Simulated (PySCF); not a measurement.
C$_{3}$H$_{5}$O (SMILES CC[C]=O), doublet, at a GFN2-xTB geometry. Base run: DF-PBE/aug-cc-pVDZ in PySCF.

PySCF was given this input:
```python
from pyscf import gto, scf, dft

mol = gto.M(
    atom='''
C    -1.744159   -0.096155   -0.201132
C    -0.281194   -0.450778   -0.447463
C     0.663040    0.420694    0.299602
O     1.828045    0.325394    0.525531
H    -2.390700   -0.738330   -0.794146
H    -1.995757   -0.227753    0.848050
H    -1.936698    0.937898   -0.474353
H    -0.089752   -1.497326   -0.182804
H    -0.037581   -0.320209   -1.507030
''',
    basis='aug-cc-pvdz',
    charge=0,
    spin=1,
    verbose=4,
)

mf = dft.UKS(mol)
mf.xc = 'pbe'
mf = mf.density_fit(auxbasis='def2-universal-jkfit')
mf.kernel()
```

Variants of this job, named by their change:

```csv
change,ΔE vs base (µEh),SCF cycles,<S^2>,outcome
base,0.0,11,0.752,converged
solver = newton,0.0,-,0.752,converged
level_shift = 0.5 (with mf.max_cycle = 100),0.0,27,0.752,converged
diis_space = 4,0.0,13,0.752,converged
init_guess = sap,0.0,15,0.752,converged
level_shift = 0.1 (with mf.max_cycle = 100),0.0,12,0.752,converged
level_shift = 1.0 (with mf.max_cycle = 100),0.0,50,0.752,converged
init_guess = vsap,0.0,13,0.752,converged
init_guess = huckel,0.0,16,0.752,converged
diis = off (with mf.max_cycle = 100),-,100,-,not converged
diis = off; damp = 0.6 (with mf.diis_start_cycle = 200; with mf.max_cycle = 150),0.0,34,0.752,converged
conv_tol = 1e-6,0.1,8,0.752,converged
init_guess = mod_huckel,0.0,16,0.752,converged
```

Open shells are given as the SCF converged; they aren't shown to be the lowest states, and a large step between rows can be another state.
